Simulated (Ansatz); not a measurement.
BH$_{9}$Si$_{3}$, SMILES `[SiH3]B([SiH3])[SiH3]`, relaxed with RKS PBE-D4/def2-SVP in Ansatz 0.2.0 from a rough embedded geometry. The force threshold is 0.03 eV/Å; the program also tests the step.

Charge 0, multiplicity 1.

Start:

```xyz
13

Si    0.850    1.671    0.181
B     0.013   -0.006    0.011
Si   -1.287   -0.262   -1.362
Si    0.370   -1.429    1.216
H     1.859    1.661    1.310
H     1.624    2.019   -1.080
H    -0.120    2.760    0.423
H    -1.885   -1.610   -1.303
H    -2.413    0.696   -1.233
H    -0.700   -0.061   -2.713
H    -0.761   -1.857    1.938
H     0.926   -2.595    0.432
H     1.523   -0.986    2.182
```

```tsv
step	energy (eV)	largest force (eV/Å)	largest move (Å)
1	-24431.7668	3.104	0.000
2	-24432.2430	1.058	0.185
3	-24432.3258	0.213	0.092
4	-24432.3347	0.035	0.069
5	-24432.3360	0.029	0.028
```

End:

```xyz
13

Si    0.934    1.797    0.158
B     0.034   -0.004    0.054
Si   -1.347   -0.285   -1.389
Si    0.454   -1.525    1.300
H     1.966    1.927    1.248
H     1.603    2.108   -1.161
H    -0.114    2.863    0.378
H    -1.979   -1.653   -1.409
H    -2.451    0.735   -1.232
H    -0.715   -0.044   -2.740
H    -0.822   -2.009    1.950
H     0.976   -2.673    0.463
H     1.461   -1.237    2.382
```

It took 6 s on 4 threads of an Arm Neoverse V2 on a shared host, with 0.15 GiB of host memory at the peak.
